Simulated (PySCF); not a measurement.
# Correlation energy of Kr³⁺ (krypton, charge +3)

Starting occupation: [Ar] 3d10 4s2 4p3, 4p3/2 with m_j = -1/2, +1/2, +3/2. Computed with PySCF 2.14 in x2c-TZVPall-2c with one added diffuse shell each of s, p, d type (7s8p5d1f, 63 functions), with X2C-1e with screened-nucleus spin-orbit coupling, Gaussian nucleus. Frozen: [Ne]; 23 electrons correlated.

MP2 pair energies summed by pair of shells (mhartree):

| pair | energy | share (%) |
| --- | --- | --- |
| 3d-3d | -83.78 | 25.4 |
| 3d-3p | -70.52 | 21.3 |
| 4p-4s | -55.08 | 16.7 |
| 3p-3p | -23.31 | 7.1 |
| 4p-4p | -18.78 | 5.7 |
| 3d-4p | -17.83 | 5.4 |
| 3d-3s | -16.89 | 5.1 |
| 3d-4s | -13.43 | 4.1 |
| 3p-3s | -9.81 | 3.0 |
| 4s-4s | -8.75 | 2.6 |
| 3p-4p | -5.04 | 1.5 |
| 3p-4s | -4.14 | 1.3 |
| 3s-3s | -1.18 | 0.4 |
| 3s-4p | -1.09 | 0.3 |
| 3s-4s | -0.69 | 0.2 |

Total MP2 correlation energy: -330.32 mhartree.

The GHF reference relaxed away from the jj start to a determinant that is no pure jj level (⟨S²⟩ = 3.71, ⟨J²⟩ = 3.75); the energies belong to that determinant.

This basis was not built for core-valence correlation, so the inner-shell part is incomplete.
